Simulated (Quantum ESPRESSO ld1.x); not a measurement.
Problem. The mean radii <r> (bohr) of the occupied orbitals of an atom or ion are listed with their occupations. Method: scalar-relativistic Kohn-Sham, LDA (Slater exchange, VWN5 correlation), spin-polarised, spherical densities, point nucleus; computed with ld1.x of Quantum ESPRESSO 7.5.

| orbital | occ. | <r> |
|---|---|---|
| 1s up | 1 | 0.05002 |
| 1s down | 1 | 0.05000 |
| 2s up | 1 | 0.2055 |

Name the element and its charge. Open shells, if any, are filled with parallel spins first.

Solution. Z = 30, zinc, charge +27: Zn27+ in [He] 2s1. The 1s radius gives Z: for a bare nucleus <r> = (2 gamma + 1)/(2Z) with gamma = sqrt(1 - (Z/c)^2), 0.04919 bohr for Z = 30, and screening makes it slightly larger (0.05002 here). The occupations add up to 3, and the charge is Z minus that.
